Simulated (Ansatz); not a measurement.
Geometry optimisation, RHF/def2-SVP (Ansatz).

Input file:

```yaml
crystal:
  periodic: [false, false, false]
  atoms:
    - { symbol: Sn, position_ang: [0.0, 0.0, 0.0] }
    - { symbol: O, position_ang: [0.0, 0.0, 2.31] }
    - { symbol: H, position_ang: [-0.9095, -0.2814, 2.6471] }
    - { symbol: H, position_ang: [1.6408, 0.0, -0.5794] }
    - { symbol: H, position_ang: [-0.8195, 1.4198, -0.5794] }
    - { symbol: H, position_ang: [-0.8195, -1.4198, -0.5794] }
    - { symbol: "N", position_ang: [1.2526, -1.9022, 0.7568] }
    - { symbol: H, position_ang: [0.8135, -2.8668, 0.7399] }
    - { symbol: H, position_ang: [2.245, -1.7777, 1.1079] }
    - { symbol: H, position_ang: [0.7553, -1.1469, 1.918] }
basis:
  gaussian: { orbitals: def2-SVP }
hamiltonian:
  xc: hf
relax:
  f_tol: 0.15
  max_steps: 25
  restrain:
    - { distance: [0, 6], at: 2.1, k: 30.0 }
    - { distance: [9, 1], at: 1.01, k: 30.0 }
    - { distance: [0, 1], at: 3.16, k: 30.0 }
    - { distance: [9, 6], at: 2.26, k: 30.0 }
```

Launched with:

```bash
$ ansatz run input.yaml --threads 1 --pin off --max-ram 2048MiB --backend cpu --events-out ev --progress --plain --runs-dir out
```

Q: Where does it end, and by what steps?

A: The run converged. The restraints hold the end off the free minimum. After 24 steps the energy has fallen by 3.291 eV (the restraints' own energy left out); H5 moved furthest, 1.65 Å. Parted: Sn1–O2 (2.31 → 3.16 Å). Joined: O2–H10 (1.43 → 0.97 Å).

```tsv
step	energy less start (eV)	largest force component (eV/Å)	accepted
0	0.0000	4.821	yes
1	0.2856	3.011	yes
2	-0.3203	2.086	yes
3	-1.2211	1.136	yes
4	-1.8657	0.800	yes
5	-2.3427	1.476	yes
6	-2.7116	1.564	yes
7	-2.9444	1.241	yes
8	-3.0198	1.151	yes
9	-3.0406	1.146	yes
10	-3.0632	1.065	yes
11	-3.1016	0.871	yes
12	-2.9793	3.271	no
13	-3.1298	0.999	yes
14	-3.1432	1.158	yes
15	-3.1842	1.039	yes
16	-3.2114	1.447	yes
17	-3.2537	1.015	yes
18	-3.2362	1.626	no
19	-3.2623	0.932	yes
20	-3.2675	0.958	yes
21	-3.2857	0.893	yes
22	-3.2408	2.127	no
23	-3.2871	1.007	yes
24	-3.2915	0.826	yes
```

```xyz
10
Properties=species:S:1:pos:R:3
Sn 0.418 -0.374 -0.410
O -0.641 -0.176 2.564
H -1.402 -0.669 2.832
H 1.095 -0.561 -1.983
H 0.671 1.223 0.110
H -1.210 -0.871 -0.465
N 1.413 -1.653 0.903
H 1.340 -2.626 0.657
H 2.391 -1.446 1.011
H 0.083 -0.822 2.523
```

The run took 49 s on 1 thread of Arm Neoverse V2 (shared host), peak memory 0.17 GiB.
